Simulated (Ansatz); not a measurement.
The same ligand exchange along the group B, Al, Ga.

Gas-phase electronic energies from Ansatz, PBE0-D4/def2-TZVP geometries. CCSD(T)/CBS is the MP2 limit (def2-TZVPP, def2-QZVPP) plus CCSD(T) − MP2 in def2-TZVPP, frozen cores. This one scheme is used for every species. Functionals use def2-TZVPP. For Ga outer-core shells are correlated without core-valence functions, which leaves a few kJ/mol of doubt a bond. Scalar relativity is left out up to krypton. One conformer a species, not always the lowest.

```
                                                        reaction  CCSD(T)/CBS(def2) (kcal/mol)
                    `OB(Cl)O[SiH3]` + H–F → `OB(F)O[SiH3]` + HCl                             ?
`[OH][Al]([Cl])[O][SiH3]` + H–F → `[OH][Al]([F])[O][SiH3]` + HCl                          -4.4
`[OH][Ga]([Cl])[O][SiH3]` + H–F → `[OH][Ga]([F])[O][SiH3]` + HCl                           9.4
```

**Question.** Fill in the missing values. (Estimate.)

**Answer.** Ansatz gave: `OB(Cl)O[SiH3]` + H–F → `OB(F)O[SiH3]` + HCl: -12.8 kcal/mol.

Largest T1 diagnostic: 0.014, for `[OH][Ga]([F])[O][SiH3]`.
